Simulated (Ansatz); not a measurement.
**A cut through the energy surface**

GeH4 (SMILES [GeH4]), singlet, at its PBE0-D4/def2-TZVP minimum:

Ge1  (0.000, 0.000, 0.000)
H2  (1.148, -0.756, 0.681)
H3  (-1.239, -0.030, 0.904)
H4  (-0.329, -0.669, -1.341)
H5  (0.420, 1.455, -0.244)
(Å)

The bond length Ge1–H5 (1.534 Å at the minimum) is set to the values below, the two halves moving rigidly along the bond. Each method's energies count from its own value at the PBE0-D4 minimum structure. Program: Ansatz 0.2.0. Basis: def2-TZVPP. Cores are frozen in the correlated methods. Filled d shells of the heavier atoms are correlated. The def2 sets are not built for correlating such inner shells, so the correlated values are less sure here. B3LYP uses VWN-RPA correlation.

```json
{"bond length (Å)": "1.350", "CCSD(T) (eV)": "0.359", "MP2 (eV)": "0.332", "PBE0-D4 (eV)": "0.381"}
{"bond length (Å)": "1.404", "CCSD(T) (eV)": "0.160", "MP2 (eV)": "0.140", "PBE0-D4 (eV)": "0.175"}
{"bond length (Å)": "1.482", "CCSD(T) (eV)": "0.019", "MP2 (eV)": "0.011", "PBE0-D4 (eV)": "0.025"}
{"bond length (Å)": "1.573", "CCSD(T) (eV)": "0.016", "MP2 (eV)": "0.023", "PBE0-D4 (eV)": "0.012"}
{"bond length (Å)": "1.674", "CCSD(T) (eV)": "0.150", "MP2 (eV)": "0.175", "PBE0-D4 (eV)": "0.138"}
{"bond length (Å)": "1.783", "CCSD(T) (eV)": "0.396", "MP2 (eV)": "0.444", "PBE0-D4 (eV)": "0.379"}
{"bond length (Å)": "1.899", "CCSD(T) (eV)": "0.725", "MP2 (eV)": "0.802", "PBE0-D4 (eV)": "0.700"}
{"bond length (Å)": "2.021", "CCSD(T) (eV)": "1.104", "MP2 (eV)": "1.218", "PBE0-D4 (eV)": "1.078"}
{"bond length (Å)": "2.148", "CCSD(T) (eV)": "1.505", "MP2 (eV)": "1.664", "PBE0-D4 (eV)": "1.489"}
```

Minimum and curvature along this coordinate at CCSD(T): A fifth-order fit through the nearest points gives 1.528 Å, with a curvature of about 17 eV/Å².

Problem. Treat the two halves as rigid bodies and work out the harmonic wavenumber of this stretch from that curvature (ν̃ = 521.5 √(k/μ) cm⁻¹ with k in eV/Å² and μ in u).

Solution. The halves weigh 75.63 and 1.01 u, so μ = 75.63 × 1.01/76.64 = 0.997 u and ν̃ = 521.5 √(17/0.997) ≈ 2200 cm⁻¹. A true normal mode mixes in other motions, so this is a guide only.

Largest difference from the CCSD(T) curve over the scan: PBE-D4 0.152; r2SCAN-D4 0.012; B3LYP-D4 0.070; wB97M-V 0.058 eV. Each curve counts from its own value at the minimum.

The T1 diagnostic stays at or below 0.015.

For scale, one of the runs: CCSD(T)/def2-TZVPP, 104 basis functions (an equivalent command: `ansatz run in.yaml --threads 2`). Hardware: 2 CPU threads, shared host. Wall time about 3.1 s.
